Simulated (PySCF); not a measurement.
Compound: C8H11BO.
Structure used (PBE0-D3(BJ)/def2-SVP), in Å, numbered top down from 1:
```xyz
21
C8H11BO angstrom
C     -1.4992   -2.5913    0.2807
O     -1.4600   -1.2543   -0.1338
C     -0.3530   -0.4998    0.0242
C      0.7790   -1.0449    0.6066
C      2.0333   -0.4465    0.8679
C      2.5061    0.8231    0.6272
C      1.8390    1.9197    0.0295
C      0.5530    1.9954   -0.4544
B     -0.5547    0.9514   -0.5045
C     -1.9755    1.3127   -1.0916
H     -2.5017   -2.9645    0.0353
H     -0.7490   -3.2077   -0.2452
H     -1.3373   -2.6897    1.3686
H      0.7258   -2.0902    0.9234
H      2.7513   -1.1210    1.3464
H      3.5381    1.0101    0.9392
H      2.4537    2.8257   -0.0466
H      0.2973    2.9801   -0.8682
H     -2.7311    1.2640   -0.2868
H     -2.0239    2.3139   -1.5445
H     -2.3037    0.5658   -1.8331
```

The closed-shell ground state was solved at several levels (PySCF, density fitting, gas phase, non-relativistic).

| level | basis functions | HOMO (eV) | LUMO (eV) | gap (eV) | dipole (D) |
| --- | --- | --- | --- | --- | --- |
| CAM-B3LYP/pcSseg-1 | 225 | -7.36 | -0.48 | 6.88 | 2.56 |
| CAM-B3LYP/def2-SVPD | 291 | -7.41 | -0.55 | 6.86 | 2.41 |

Question: Estimate the row for PBE0/pcSseg-1, a basis of 225 functions; the other rows only guide the guess.

Answer: HOMO -6.28 eV, LUMO -1.53 eV, gap 4.75 eV, dipole 2.57 D.

Question: Over all these levels, which gives the widest orbital gap and which the narrowest?

Answer: CAM-B3LYP/pcSseg-1 (range-separated hybrid) has the widest, 6.88 eV, and PBE0/pcSseg-1 (global hybrid, 25 % exact exchange) the narrowest, 4.75 eV. The two share the basis. From the narrowest to the widest the HOMO moves by -1.08 eV and the LUMO by +1.05 eV.

Question: How far do the dipole and the HOMO energy spread over the levels?

Answer: The dipole runs from 2.41 to 2.57 D (mean 2.51 D) and the HOMO from -7.41 to -6.28 eV.

One conformer stands for the species.
